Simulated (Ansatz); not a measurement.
Ansatz (a quantum-chemistry and plane-wave program) input:

Ansatz 0.2 input:
```yaml
crystal:
  periodic: [false, false, false]
  atoms:
    - {symbol: Si, position_ang: [-0.61958267, 0.64186618, 0.77921080]}
    - {symbol: Br, position_ang: [0.66414141, -0.66287452, -0.32448800]}
    - {symbol: F, position_ang: [-1.61897689, 1.57938686, 0.04979212]}
basis:
  gaussian:
    orbitals: def2-TZVP
hamiltonian:
  xc: b3lyp
  dispersion: d3bj
total_charge: 1
magnetization: {spin_polarized: true, initial_magnetization: 1}
phonons: {temperatures: {t_min: 298.15, t_max: 298.15, t_step: 100}}
```

Problem. Predict the final energy.

Solution. -2963.31568 Eh (B3LYP-D3(BJ)/def2-TZVP). The basis has 116 functions.
